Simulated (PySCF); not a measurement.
RbCl: energy against distance

Set-up: Rb x2c-TZVPall, Cl x2c-TZVPall; spin-free X2C with a Gaussian nucleus (PySCF 2.14). Energies in eV from Rb + Cl in their ground configurations at the same level. State: ¹Σ⁺ (singlet), closed shell.

All columns are PBE0. A positive dipole means Rb(−)Cl(+).

```json
{"R (Å)": "2.392", "E (eV)": "-3.670", "μ (D)": "-7.95", "Mulliken charge on Rb (basis-dependent)": "0.63", "HOMO (eV)": "-6.29", "LUMO (eV)": "-0.99", "Mayer bond order": "0.69", "⟨S²⟩": "0.00"}
{"R (Å)": "2.503", "E (eV)": "-4.008", "μ (D)": "-8.62", "Mulliken charge on Rb (basis-dependent)": "0.66", "HOMO (eV)": "-6.30", "LUMO (eV)": "-1.08", "Mayer bond order": "0.65", "⟨S²⟩": "0.00"}
{"R (Å)": "2.614", "E (eV)": "-4.189", "μ (D)": "-9.26", "Mulliken charge on Rb (basis-dependent)": "0.68", "HOMO (eV)": "-6.24", "LUMO (eV)": "-1.16", "Mayer bond order": "0.61", "⟨S²⟩": "0.00"}
{"R (Å)": "2.698", "E (eV)": "-4.250", "μ (D)": "-9.73", "Mulliken charge on Rb (basis-dependent)": "0.69", "HOMO (eV)": "-6.10", "LUMO (eV)": "-1.23", "Mayer bond order": "0.59", "⟨S²⟩": "0.00"}
{"R (Å)": "2.781", "E (eV)": "-4.265", "μ (D)": "-10.19", "Mulliken charge on Rb (basis-dependent)": "0.70", "HOMO (eV)": "-5.97", "LUMO (eV)": "-1.29", "Mayer bond order": "0.58", "⟨S²⟩": "0.00"}
{"R (Å)": "2.864", "E (eV)": "-4.245", "μ (D)": "-10.64", "Mulliken charge on Rb (basis-dependent)": "0.70", "HOMO (eV)": "-5.85", "LUMO (eV)": "-1.35", "Mayer bond order": "0.57", "⟨S²⟩": "0.00"}
{"R (Å)": "2.976", "E (eV)": "-4.180", "μ (D)": "-11.23", "Mulliken charge on Rb (basis-dependent)": "0.71", "HOMO (eV)": "-5.70", "LUMO (eV)": "-1.43", "Mayer bond order": "0.56", "⟨S²⟩": "0.00"}
{"R (Å)": "3.115", "E (eV)": "-4.060", "μ (D)": "-11.95", "Mulliken charge on Rb (basis-dependent)": "0.71", "HOMO (eV)": "-5.52", "LUMO (eV)": "-1.53", "Mayer bond order": "0.55", "⟨S²⟩": "0.00"}
{"R (Å)": "3.282", "E (eV)": "-3.884", "μ (D)": "-12.81", "Mulliken charge on Rb (basis-dependent)": "0.72", "HOMO (eV)": "-5.32", "LUMO (eV)": "-1.65", "Mayer bond order": "0.54", "⟨S²⟩": "0.00"}
{"R (Å)": "3.504", "E (eV)": "-3.629", "μ (D)": "-13.93", "Mulliken charge on Rb (basis-dependent)": "0.72", "HOMO (eV)": "-5.08", "LUMO (eV)": "-1.80", "Mayer bond order": "0.53", "⟨S²⟩": "0.00"}
```

A fit through these points gives, at Re = 2.771 Å, μ = -10.13 D and dμ/dR = -5.44 D/Å; the reduced mass is 24.77 u.

**Question.** How strong is the fundamental in the double-harmonic approximation, I = 42.26·(dμ/dR)²/μred km/mol?

**Answer.** I = 42.26·(-5.44)²/24.77 = 50.5 km/mol at PBE0.
